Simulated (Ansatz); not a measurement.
C2H8BClSi (`CB[SiH](C)Cl`), one more setting.

```yaml
crystal:
  periodic: [false, false, false]
  atoms:
    - {symbol: C, position_ang: [-1.968878, 0.520458, -1.018195]}
    - {symbol: B, position_ang: [-0.788060, -0.434819, -0.730571]}
    - {symbol: Si, position_ang: [1.012693, 0.170312, -0.058068]}
    - {symbol: C, position_ang: [1.501931, -0.654549, 1.546731]}
    - {symbol: Cl, position_ang: [1.021151, 2.228394, 0.247664]}
    - {symbol: H, position_ang: [-1.824717, 0.766575, -2.087011]}
    - {symbol: H, position_ang: [-1.941426, 1.475054, -0.489997]}
    - {symbol: H, position_ang: [-2.960204, 0.067195, -0.953606]}
    - {symbol: H, position_ang: [-0.904086, -1.606707, -0.975465]}
    - {symbol: H, position_ang: [2.060890, -0.088718, -1.086673]}
    - {symbol: H, position_ang: [1.558759, -1.737641, 1.408531]}
    - {symbol: H, position_ang: [2.478161, -0.295377, 1.878360]}
    - {symbol: H, position_ang: [0.773983, -0.444877, 2.333100]}
basis:
  gaussian: {orbitals: ANO-RCC-VTZP}
hamiltonian: {xc: {name: B2PLYP}}
output: {forces: true}
```

```sh
$ ansatz run in.yaml --threads 4 --pin off --events-out ev --progress --plain --max-ram 10444MiB
```

Output, abridged:

```
Functional definition: B2PLYP
1552 factors; integrals over basis functions are off by at most 1.3e-3 eV
mean field evaluation 1: about -23317.4836 eV, gradient 5.3e1 eV
mean field evaluation 2: about -23317.8417 eV, gradient 5.2e1 eV
mean field evaluation 4: about -23324.0240 eV, gradient 2.5e0 eV
mean field evaluation 8: about -23324.0571 eV, gradient 1.9e-1 eV
mean field evaluation 16: about -23324.0572 eV, gradient 2.0e-4 eV
mean field -23324.05721636 eV, -857.1432930875 hartree, gradient 3.2e-6 eV, S^2 0.000000; 0 other end points of the search recorded, 0 dependent functions left out
13 core orbitals not correlated: weight in the atoms' cores, before any rotation towards them, 1.000 or more for the frozen orbitals, at most 0.000 for the correlated occupied ones
reference -23324.05743647 eV, -857.1433011763 hartree; 15, 15 occupied and 242, 242 virtual orbitals, 1552 factors
second order -25.43710389 eV of doubles, -0.00000000 eV of singles
Total energy: -23330.92545452 eV, -857.3956961843 hartree
Relativity: scalar
Atom 0 at    -1.968878     0.520458    -1.018195 Å, force    -0.144501     0.113927    -0.063926 eV/Å
Atom 1 at    -0.788060    -0.434819    -0.730571 Å, force    -0.002808    -0.221494    -0.025395 eV/Å
Atom 2 at     1.012693     0.170312    -0.058068 Å, force     0.130981    -0.183448    -0.201534 eV/Å
Atom 3 at     1.501931    -0.654549     1.546731 Å, force     0.054846    -0.068064     0.146278 eV/Å
Atom 4 at     1.021151     2.228394     0.247664 Å, force     0.011061     0.216186     0.035060 eV/Å
Atom 5 at    -1.824717     0.766575    -2.087011 Å, force    -0.021077    -0.014719     0.077713 eV/Å
Atom 6 at    -1.941426     1.475054    -0.489997 Å, force    -0.024965    -0.108792    -0.052889 eV/Å
Atom 7 at    -2.960204     0.067195    -0.953606 Å, force     0.098180     0.056377     0.003101 eV/Å
Atom 8 at    -0.904086    -1.606707    -0.975465 Å, force     0.010036     0.161494     0.030533 eV/Å
Atom 9 at     2.060890    -0.088718    -1.086673 Å, force    -0.093823     0.025586     0.101800 eV/Å
Atom 10 at     1.558759    -1.737641     1.408531 Å, force     0.000734     0.097419     0.027262 eV/Å
Atom 11 at     2.478161    -0.295377     1.878360 Å, force    -0.094595    -0.046560    -0.016948 eV/Å
Atom 12 at     0.773983    -0.444877     2.333100 Å, force     0.075931    -0.027913    -0.061055 eV/Å
Dipole moment:    -0.178631    -0.343956     0.000198 e Å
```

Run time 16 s (4 threads of an AMD EPYC 9R45 on a shared host); peak host memory 1.2 GiB.
